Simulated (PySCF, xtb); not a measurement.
BH, SMILES [BH] (connectivity only; charge and spin as stated), neutral, multiplicity 1.

GFN2-xTB run with xtb at its own geometry gives an orbital gap of 1.47 eV and a dipole moment of 1.63 D.

Geometry optimised at r2SCAN-D4/def2-TZVPD.

### Question
What does PBE/def2-TZVPD (PySCF) give? (The exact figures need the calculation; the answer reports its results.)

### Answer
gap 2.04 eV (levels -5.53 and -3.49 eV), dipole 1.51 D.
